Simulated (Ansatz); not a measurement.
Harmonic frequencies (cm⁻¹) at PBE0-D4/def2-TZVP from Ansatz: 36, 84, 93, 155, 382, 417, 421, 496, 568, 580, 655, 761, 830, 850, 866, 876, 2156, 2167, 2177, 2181, 2188.

Each molecule was computed in one conformer, which needn't be the lowest.

(1) Which molecule is it?
A. `[Cl][GeH2][S][GeH3]`
B. `N=[C](O)[GaH2]`
C. `O/C=[C](/Cl)[GaH2]`
D. `CC1(F)BO1`

## Answers

(1) A.
